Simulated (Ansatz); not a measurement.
H₁₂N₄Zn, charge +2, singlet, at a GFN2-xTB geometry (such geometries of metal compounds can be far from the true shape). Base run: CAM-B3LYP/STO-3G (Ansatz, an electronic-structure program).

Here is a job for Ansatz.
Ansatz 0.2 input:
```yaml
crystal:
  periodic: [false, false, false]
  atoms:
    - {symbol: Zn, position_ang: [0.00000000, -0.00000000, 0.00000000]}
    - {symbol: N, position_ang: [-1.53567250, -0.90701452, 1.02316825]}
    - {symbol: H, position_ang: [-1.28458859, -1.19587345, 1.97191899]}
    - {symbol: H, position_ang: [-1.88481727, -1.75705256, 0.57356415]}
    - {symbol: H, position_ang: [-2.36073738, -0.31334349, 1.13907004]}
    - {symbol: N, position_ang: [-0.67437130, 0.61833595, -1.84139149]}
    - {symbol: H, position_ang: [0.05295694, 1.03499625, -2.42790527]}
    - {symbol: H, position_ang: [-1.41112412, 1.32653274, -1.79381863]}
    - {symbol: H, position_ang: [-1.07032581, -0.13482610, -2.40935059]}
    - {symbol: N, position_ang: [0.66804094, 1.62596606, 1.06667441]}
    - {symbol: H, position_ang: [1.06679797, 1.38554945, 1.97760979]}
    - {symbol: H, position_ang: [-0.06239770, 2.31203602, 1.27253355]}
    - {symbol: H, position_ang: [1.40129632, 2.15771587, 0.59108080]}
    - {symbol: N, position_ang: [1.54200285, -1.33728749, -0.24845116]}
    - {symbol: H, position_ang: [1.89464507, -1.72719605, 0.62917368]}
    - {symbol: H, position_ang: [2.36426521, -0.93737986, -0.70732924]}
    - {symbol: H, position_ang: [1.29402935, -2.15115882, -0.81654727]}
basis:
  gaussian:
    orbitals: STO-3G
hamiltonian:
  xc: cam_b3lyp
total_charge: 2
```

The base run was repeated with changes; each row names its change, and settings that it needs were set with it.

```json
[
 {"change": "base", "ΔE vs base (mEh)": "0.000"},
 {"change": "occupation = up:A:11 B1:8 B2:7 B3:8 down:A:11 B1:8 B2:7 B3:8", "ΔE vs base (mEh)": "141.9"},
 {"change": "symmetry_tolerance_ang = 0.01", "ΔE vs base (mEh)": "0.000"},
 {"change": "occupation = up:A:11 B1:7 B2:8 B3:8 down:A:11 B1:7 B2:8 B3:8", "ΔE vs base (mEh)": "141.9"},
 {"change": "occupation = up:A:10 B1:8 B2:8 B3:8 down:A:10 B1:8 B2:8 B3:8", "ΔE vs base (mEh)": "0.000"},
 {"change": "occupation = up:A:10 B1:9 B2:7 B3:8 down:A:10 B1:9 B2:7 B3:8", "ΔE vs base (mEh)": "394.4"},
 {"change": "occupation = up:A:9 B1:8 B2:9 B3:8 down:A:9 B1:8 B2:9 B3:8", "ΔE vs base (mEh)": "399.0"}
]
```
